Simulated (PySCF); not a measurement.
## Cost of excited-state runs on `C#CP1(=NC)CCSCC1`, C7H12NPS

Geometry (Å), atoms numbered from 1 in this order:
```xyz
22

C    -2.901   -0.666   -1.862
C    -1.858   -0.409   -1.318
P    -0.531    0.074   -0.226
N    -0.856    0.726    1.150
C    -1.547    0.128    2.271
C     0.409    1.325   -1.161
C     1.756    1.537   -0.493
S     2.829    0.077   -0.659
C     1.869   -1.104    0.341
C     0.545   -1.443   -0.317
H    -3.771   -0.909   -2.401
H    -1.017   -0.734    2.690
H    -1.610    0.897    3.042
H    -2.564   -0.187    2.020
H     0.529    1.001   -2.199
H    -0.174    2.250   -1.136
H     2.309    2.354   -0.957
H     1.623    1.745    0.570
H     2.507   -1.982    0.446
H     1.711   -0.651    1.324
H     0.045   -2.254    0.224
H     0.688   -1.755   -1.353
```

PySCF with density fitting, on 1 thread of an Arm Neoverse V2, shared host. Command: `OMP_NUM_THREADS=1 python excited_run.py task.json out`

**Question.** How long does each of these runs take, and how much memory?
- vibronic structure, B3LYP/def2-SV(P); full response
- vibronic structure, X3LYP/def2-SV(P); full response; 2 states

**Answer.** 
| run | level | basis functions | wall time | peak memory (GiB) |
| --- | --- | --- | --- | --- |
| vibronic structure | B3LYP/def2-SV(P) | 172 | 78 s | 1.1 |
| vibronic structure | X3LYP/def2-SV(P) | 172 | 48 s | 1.1 |

Times from a shared host are rough.
